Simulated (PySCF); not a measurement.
F₂MoO, neutral, multiplicity 3. Atoms are numbered in the order given.

```xyz
4

Mo     0.0000     0.0000     0.0645
O      0.0000     0.0000     1.7385
F      0.0000     1.6041    -0.9231
F      0.0000    -1.6041    -0.9231
```
Charge 0, spin multiplicity 3.

Geometry optimised at PBE-D3(BJ)/def2-TZVP. The spin state was assumed, not searched. The def2 effective core potentials stand for the cores of Mo; spin–orbit coupling is left out.

All values below come from PBE-D3(BJ)/def2-TZVP run with PySCF.

Frequencies are harmonic and unscaled.

| mode | ν (cm⁻¹) | IR (km/mol) | moving atoms (share of kinetic energy) |
|---|---|---|---|
| 1 | 141 | 17.1 | Mo 35 %, F 35 %, O 29 % |
| 2 | 164 | 5.9 | F 84 %, Mo 13 % |
| 3 | 197 | 12.3 | O 62 %, F 26 %, Mo 12 % |
| 4 | 642 | 69.7 | F 91 %, Mo 8 % |
| 5 | 653 | 177.0 | F 76 %, Mo 24 % |
| 6 | 1028 | 144.8 | O 85 %, Mo 15 % |
